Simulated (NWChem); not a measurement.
The numbers come from NWChem runs, not from measurements. System: CH₅ClSi, charge 0, spin multiplicity 1, at a geometry optimised with B3LYP/def2-SVP. The structure started from a generated list of species. Level: EOM-CCSD/6-31+G* (spherical d), 11 core orbitals frozen.

Input file:

```
start mol
memory heap 100 mb stack 700 mb global 1900 mb
geometry units angstroms nocenter noautoz
  Si     0.042989    -0.771078     0.000000
  C      1.876481    -0.382598     0.000000
  Cl    -1.055769     1.005517     0.000000
  H     -0.342280    -1.542004    -1.213935
  H     -0.342280    -1.542004     1.213935
  H      2.155530     0.199522     0.892287
  H      2.460833    -1.318137     0.000000
  H      2.155530     0.199522    -0.892287
  symmetry group Cs
end
basis spherical
  * library 6-31+g*
end
scf
  rhf
  nopen 0
  maxiter 100
  thresh 1e-7
  semidirect memsize 60000000 filesize 0
end
tce
  freeze core 11
  ccsd
  nroots 2
  2eorb
  2emet 13
  thresh 1e-5
  maxiter 200
  tilesize 24
end
task tce energy
```

NWChem printed:

```
             Northwest Computational Chemistry Package (NWChem) 7.3.0
             --------------------------------------------------------

                                NWChem Input Module
                                -------------------

 Scaling coordinates for geometry "geometry" by  1.889725989
 (inverse scale =  0.529177249)

 Turning off AUTOSYM since
 SYMMETRY directive was detected!

                             Geometry "geometry" -> ""
                             -------------------------

 Output coordinates in angstroms (scale by  1.889725989 to convert to a.u.)

  No.       Tag          Charge          X              Y              Z
 ---- ---------------- ---------- -------------- -------------- --------------
    1 Si                  14.0000     0.04298900    -0.77107800     0.00000000
    2 C                    6.0000     1.87648100    -0.38259800     0.00000000
    3 Cl                  17.0000    -1.05576900     1.00551700     0.00000000
    4 H                    1.0000    -0.34228000    -1.54200400    -1.21393500
    5 H                    1.0000    -0.34228000    -1.54200400     1.21393500
    6 H                    1.0000     2.15553000     0.19952200     0.89228700
    7 H                    1.0000     2.46083300    -1.31813700     0.00000000
    8 H                    1.0000     2.15553000     0.19952200    -0.89228700

 Effective nuclear repulsion energy (a.u.)     146.1109994918

            Nuclear Dipole moment (a.u.)
            ----------------------------
        X                 Y               Z
 ---------------- ---------------- ----------------
    -0.0000151178     0.0000151178     0.0000000000

      Symmetry information
      --------------------

 Group name             Cs
 Group number              2
 Group order               2
 No. of unique centers     6

      Symmetry unique atoms

     1    2    3    4    6    7


 Summary of "ao basis" -> "" (spherical)
 ------------------------------------------------------------------------------
       Tag                 Description            Shells   Functions and Types
[...]
   0.0011763086626   0.2853461695250    7.76467
   0.0059061230706   0.3040228880554    8.27289     1.4     1.4

 Iteration  12 using   24 trial vectors
   0.0006944796679   0.2853484560066    7.76473
   0.0042309830752   0.3040032876048    8.27235     1.4     1.4

 Iteration  13 using   26 trial vectors
   0.0004371755268   0.2853423674492    7.76456
   0.0030156898425   0.3039592344047    8.27116     1.4     1.4

 Iteration  14 using   28 trial vectors
   0.0002298434601   0.2853431286016    7.76458
   0.0020545583704   0.3039500395470    8.27090     1.5     1.5

 Iteration  15 using   30 trial vectors
   0.0001273220393   0.2853455487673    7.76465
   0.0012672500198   0.3039575829112    8.27111     1.5     1.5

 Iteration  16 using   32 trial vectors
   0.0000814947028   0.2853450387639    7.76464
   0.0006892176947   0.3039502269582    8.27091     1.5     1.5

 Iteration  17 using   34 trial vectors
   0.0000527947793   0.2853447667939    7.76463
   0.0004798923457   0.3039495011790    8.27089     1.4     1.4

 Iteration  18 using   36 trial vectors
   0.0000279157691   0.2853449907381    7.76464
   0.0003117863216   0.3039496999044    8.27090     1.5     1.5

 Iteration  19 using   38 trial vectors
   0.0000170127766   0.2853449536668    7.76463
   0.0001811452571   0.3039491807008    8.27088     1.4     1.4

 Iteration  20 using   40 trial vectors
   0.0000110663885   0.2853449301746    7.76463
   0.0001172356008   0.3039494032901    8.27089     1.5     1.5

 Iteration  21 using   42 trial vectors
   0.0000062156573   0.2853449543153    7.76463
   0.0000879151140   0.3039496135564    8.27089     1.6     1.6

 Iteration  22 using   43 trial vectors
   0.0000048578585   0.2853449585185    7.76463
   0.0000591015427   0.3039497695158    8.27090     1.0     1.0

 Iteration  23 using   44 trial vectors
   0.0000046028241   0.2853449608160    7.76463
   0.0000360429638   0.3039497832199    8.27090     0.9     0.9

 Iteration  24 using   45 trial vectors
   0.0000046097945   0.2853449600471    7.76463
   0.0000215043970   0.3039497403863    8.27090     0.8     0.8

 Iteration  25 using   46 trial vectors
   0.0000045907171   0.2853449602718    7.76463
   0.0000120141064   0.3039497118438    8.27090     0.8     0.8

 Iteration  26 using   47 trial vectors
   0.0000045463493   0.2853449590667    7.76463
   0.0000074159340   0.3039497105649    8.27090     0.8     0.8
 --------------------------------------------------------------
 Iterations converged
 ------------------

 Excited state root  1
 Excitation energy / hartree =        0.285344959066681
                   / eV      =        7.764634706301747
 largest EOMCCSD amplitudes: R1 and R2

 Singles contributions
    23a'  (alpha) ---    20a"  (alpha)        0.7235077081
    24a'  (alpha) ---    20a"  (alpha)       -0.1683976987
    27a'  (alpha) ---    20a"  (alpha)       -0.2840160322
    29a'  (alpha) ---    20a"  (alpha)       -0.1063378402
    31a'  (alpha) ---    20a"  (alpha)       -0.3006564535
    32a'  (alpha) ---    20a"  (alpha)       -0.1359405110
    33a'  (alpha) ---    20a"  (alpha)       -0.3032999635

 Doubles contributions
 ------------------

 Excited state root  2
 Excitation energy / hartree =        0.303949710564894
                   / eV      =        8.270895968661675
 largest EOMCCSD amplitudes: R1 and R2

 Singles contributions
    22a'  (alpha) ---    18a"  (alpha)        0.1028616877
    22a'  (alpha) ---    20a"  (alpha)       -0.8008473513
    24a'  (alpha) ---    20a"  (alpha)        0.2353632331
    26a'  (alpha) ---    20a"  (alpha)       -0.2245988502
    31a'  (alpha) ---    20a"  (alpha)       -0.1243977751
    35a'  (alpha) ---    20a"  (alpha)       -0.1174240380
    36a'  (alpha) ---    20a"  (alpha)       -0.1767721692

 Doubles contributions

 Task  times  cpu:       89.9s     wall:       89.9s

 Total times  cpu:       90.0s     wall:       90.0s
```
